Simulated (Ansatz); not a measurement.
Molecule: bis(ethenyl)-methylborane, C₅H₉B, charge 0, multiplicity 1. SMILES: C=CB(C)C=C
Coordinates optimised at B3LYP-D3(BJ)/def2-TZVP (Ansatz, an electronic-structure program):
```
B
C 1 1.5549
C 2 1.3371 1 124.16
H 3 1.0839 2 121.75 1 0.00
H 3 1.0851 4 115.79 2 180.00
H 2 1.0880 3 116.08 4 180.00
C 1 1.5592 2 120.24 6 0.00
C 7 1.3372 1 125.24 2 0.00
H 8 1.0841 7 121.90 1 0.00
H 8 1.0851 9 115.62 7 -180.00
H 7 1.0897 8 116.41 9 -180.00
C 1 1.5716 2 122.53 6 180.00
H 12 1.0896 1 116.32 2 0.00
H 12 1.0965 13 107.89 4 123.55
H 12 1.0965 13 107.89 14 112.90
```

Computed values are from Ansatz. Correlated levels leave the core frozen unless marked. Open shells are spin-unrestricted. Spin-orbit coupling is left out. Non-relativistic. CBS(X,Y): correlation extrapolated as X^-3; Hartree-Fock from the larger set.

The Hartree-Fock reference is unstable (checked in the largest basis), which strains HF and MP2. 

Q: What is the T1 diagnostic at CCSD/cc-pVQZ?

A: 0.011.

Q: What is the total energy at CCSD(T)/CBS(cc-pVTZ,cc-pVQZ)?

A: -220.4305 Eh.

Q: What is the atomisation energy De at CCSD(T)/CBS(cc-pVTZ,cc-pVQZ)?

A: 6252.4 kJ/mol.

Q: What is the dipole moment at CCSD(T)/aug-cc-pVDZ?

A: 0.36 D.
